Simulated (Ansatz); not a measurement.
K2I2⁺, that is (KI)2 ring with one electron fewer, relaxed as a doublet with UKS PBE0-D4/def2-SVP in Ansatz, starting from the PBE0-D4/def2-SVP geometry of the neutral singlet. Force threshold 0.02 eV/Å.

In the def2 sets I takes a core potential; there is no spin–orbit coupling.

Start:

```xyz
4

K    -1.291    0.630   -1.564
I    -1.530    1.039    1.681
K     1.289   -0.634    1.564
I     1.532   -1.034   -1.681
```

```json
{"step": "1", "energy (eV)": "-48836.8807", "largest force component (eV/Å)": "0.503", "SCF passes": "94"}
{"step": "2", "energy (eV)": "-48837.0332", "largest force component (eV/Å)": "0.263", "SCF passes": "62"}
{"step": "3", "energy (eV)": "-48837.1905", "largest force component (eV/Å)": "0.338", "SCF passes": "84"}
{"step": "4", "energy (eV)": "-48837.4315", "largest force component (eV/Å)": "0.397", "SCF passes": "39"}
{"step": "5", "energy (eV)": "-48837.6715", "largest force component (eV/Å)": "0.426", "SCF passes": "37"}
{"step": "6", "energy (eV)": "-48837.8544", "largest force component (eV/Å)": "0.187", "SCF passes": "32"}
{"step": "7 (rejected)", "energy (eV)": "-48837.7917", "largest force component (eV/Å)": "0.774", "SCF passes": "29"}
{"step": "8", "energy (eV)": "-48837.8862", "largest force component (eV/Å)": "0.064", "SCF passes": "30"}
{"step": "9", "energy (eV)": "-48837.8888", "largest force component (eV/Å)": "0.014", "SCF passes": "32"}
```

Force components are those of the run's own axes.

End:

```xyz
4

K    -1.841    0.895   -2.229
I    -1.008    0.690    1.110
K     1.835   -0.905    2.230
I     1.014   -0.679   -1.111
```

Bonds formed: I2–I4 (atoms count from 1). Metal–metal contacts that move far: K1–K3 4.25 to 6.05 Å.

No frequencies were taken in this run, so the end may be a saddle point.

It took 54 s on 4 threads of Arm Neoverse V1 on a shared host.
